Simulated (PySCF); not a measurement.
C4H11B, singlet, geometry from GFN2-xTB; CASCI(4,5)/STO-3G (PySCF).

Here is a job for PySCF.
```python
from pyscf import gto, scf, mcscf
import numpy

mol = gto.Mole()
mol.atom = '''
    B    -0.49771449    0.85875663    0.63582335
    H    -1.37088539    0.89810398    1.41888849
    C     0.52881470    2.04287553    0.53152980
    H     1.52402556    1.69377936    0.80775105
    H     0.29469337    2.89436337    1.16541039
    H     0.62265376    2.40537563   -0.49123295
    C    -0.41101056   -0.40125000   -0.32173832
    C    -0.78152926   -1.71541994    0.38153589
    C     0.91132898   -0.58227808   -1.07373377
    H    -1.19065550   -0.22488349   -1.07983052
    H    -0.81817983   -2.53923407   -0.32991950
    H    -0.04050666   -1.95668410    1.14095345
    H    -1.75146669   -1.63510360    0.86584116
    H     1.15277987    0.30209820   -1.65766055
    H     0.85662351   -1.43280652   -1.75209677
    H     1.72386734   -0.76235682   -0.37278267
'''
mol.basis = 'sto-3g'
mol.verbose = 4
mol.build()

mf = scf.RHF(mol)
mf.kernel()
mc = mcscf.CASCI(mf, 5, 4)
mc.fix_spin_(ss=0.0)
mc.kernel()
occ = numpy.linalg.eigvalsh(mc.fcisolver.make_rdm1(mc.ci, mc.ncas, mc.nelecas))[::-1]
ss = mc.fcisolver.spin_square(mc.ci, mc.ncas, mc.nelecas)[0]
print('natural occupations', occ.round(4), ' <S^2>', round(ss, 4))
```

Output, abridged:

```
PySCF version 2.14.0

[INPUT] verbose = 4
[INPUT] num. atoms = 16
[INPUT] num. electrons = 40
[INPUT] charge = 0
[INPUT] spin (= nelec alpha-beta = 2S) = 0
[INPUT] symmetry False subgroup None
[INPUT] Mole.unit = angstrom
[INPUT] Symbol           X                Y                Z      unit          X                Y                Z       unit  Magmom
[...]
nuclear repulsion = 170.467047978582
number of shells = 26
number of NR pGTOs = 108
number of NR cGTOs = 36
basis = sto-3g
ecp = {}

******** <class 'pyscf.scf.hf.RHF'> ********
method = RHF
initial guess = minao
damping factor = 0
level_shift factor = 0
DIIS = <class 'pyscf.scf.diis.CDIIS'>
diis_start_cycle = 1
diis_space = 8
diis_damp = 0
SCF conv_tol = 1e-09
SCF conv_tol_grad = None
SCF max_cycles = 50
direct_scf = True
direct_scf_tol = 1e-13
Set gradient conv threshold to 3.16228e-05
Initial guess from minao.
init E= -180.988439937808
[...]
cycle= 1 E= -180.383816700435  delta_E= 0.605  |g|= 0.268  |ddm|= 4.38
[...]
cycle= 2 E= -180.415050416922  delta_E= -0.0312  |g|= 0.0663  |ddm|= 0.486
[...]
cycle= 3 E= -180.417249441232  delta_E= -0.0022  |g|= 0.0104  |ddm|= 0.146
[...]
cycle= 4 E= -180.417291532921  delta_E= -4.21e-05  |g|= 0.00135  |ddm|= 0.0178
[...]
cycle= 5 E= -180.417292907971  delta_E= -1.38e-06  |g|= 0.000257  |ddm|= 0.00298
[...]
cycle= 6 E= -180.41729295529  delta_E= -4.73e-08  |g|= 6.35e-05  |ddm|= 0.00054
[...]
cycle= 7 E= -180.4172929586  delta_E= -3.31e-09  |g|= 1.55e-05  |ddm|= 0.000148
[...]
cycle= 8 E= -180.417292958898  delta_E= -2.98e-10  |g|= 5.21e-06  |ddm|= 4.18e-05
[...]
Extra cycle  E= -180.417292958925  delta_E= -2.75e-11  |g|= 2.72e-06  |ddm|= 9.69e-06
converged SCF energy = -180.417292958925

******** <class 'pyscf.mcscf.casci.CASCI'> ********
CAS (2e+2e, 5o), ncore = 18, nvir = 13
natorb = False
canonicalization = True
sorting_mo_energy = False
******** <class 'pyscf.fci.addons.SpinPenaltyFCISolver'> ********
max. cycles = 200
conv_tol = 1e-08
davidson only = True
linear dependence = 1e-12
level shift = 0.001
max iter space = 12
nroots = 1
pspace_size = 400
spin = None
Density matrix diagonal elements [1.99858921e+00 1.99860870e+00 6.64994418e-04 1.54156470e-03
 5.95534165e-04]
CASCI converged
CASCI E = -180.419232513919  E(CI) = -3.40826000247807  S^2 = 0.0000000
natural occupations [1.9988e+00 1.9984e+00 1.5000e-03 8.0000e-04 4.0000e-04]  <S^2> 0.0
```
